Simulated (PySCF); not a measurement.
H₂Cl₂Si (SMILES Cl[SiH2]Cl), singlet, geometry from GFN2-xTB. Base run: HF/def2-SVP in PySCF.

Geometry (Å):
```xyz
5

Si    -0.0294    -0.7538     0.0335
Cl     1.6561     0.3403     0.0268
Cl    -1.6247     0.4641    -0.0625
H     -0.0916    -1.5063     1.2770
H     -0.0300    -1.6159    -1.1384
```
All else is at PySCF's defaults.
Base energy -1208.81120 Eh.

Each row names what was changed in the base input (with any setting that the change needs).

```json
[
 {"change": "base", "ΔE vs base (µEh)": "0.0", "SCF cycles": "9"},
 {"change": "diis_space = 2", "ΔE vs base (µEh)": "0.0", "SCF cycles": "11"},
 {"change": "init_guess = mod_huckel", "ΔE vs base (µEh)": "0.0", "SCF cycles": "8"},
 {"change": "diis = off; damp = 0.6 (with mf.diis_start_cycle = 200; with mf.max_cycle = 150)", "ΔE vs base (µEh)": "0.0", "SCF cycles": "29"},
 {"change": "conv_tol_grad = 1e-3", "ΔE vs base (µEh)": "0.0", "SCF cycles": "9"},
 {"change": "level_shift = 0.5 (with mf.max_cycle = 100)", "ΔE vs base (µEh)": "0.0", "SCF cycles": "13"},
 {"change": "conv_tol = 1e-7", "ΔE vs base (µEh)": "0.0", "SCF cycles": "7"},
 {"change": "DIIS = EDIIS", "ΔE vs base (µEh)": "0.0", "SCF cycles": "21"},
 {"change": "solver = newton", "ΔE vs base (µEh)": "0.0", "SCF cycles": "-"},
 {"change": "init_guess = huckel", "ΔE vs base (µEh)": "0.0", "SCF cycles": "8"},
 {"change": "diis_space = 20", "ΔE vs base (µEh)": "0.0", "SCF cycles": "9"},
 {"change": "level_shift = 0.3 (with mf.max_cycle = 100)", "ΔE vs base (µEh)": "0.0", "SCF cycles": "11"},
 {"change": "conv_tol = 1e-4", "ΔE vs base (µEh)": "0.1", "SCF cycles": "5"}
]
```
